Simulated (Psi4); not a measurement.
## A ladder of methods for InH2Br (SMILES [Br][InH2])

The species is InH2Br (4 atoms), meant as a singlet with charge 0. As SMILES, `[Br][InH2]`. Geometry: optimised at PBE0/def2-TZVP.

Quantity: the HOMO–LUMO gap, in eV. The values are calculated.

```
                                                 level                    kind  program  value (eV)  CPU time
   PBE-D4/def2-TZVPP (density fitting, core potential)                     GGA     Psi4        3.86      63 s
r2SCAN-D4/def2-TZVPP (density fitting, core potential)                meta-GGA     Psi4        4.43     2 min
 B3LYP-D4/def2-TZVPP (density fitting, core potential)           global hybrid     Psi4        5.27      50 s
  PBE0-D4/def2-TZVPP (density fitting, core potential)           global hybrid     Psi4        5.80      49 s
  wB97M-V/def2-TZVPP (density fitting, core potential)  range-separated hybrid     Psi4        9.53     2 min
```

The values span 3.86 to 9.53 eV. Orbital gaps aren't excitation energies; they tend to grow with the share of exact exchange. Times are those of the runs behind each value, whatever else they computed, on shared processors of several kinds: orders of magnitude only.
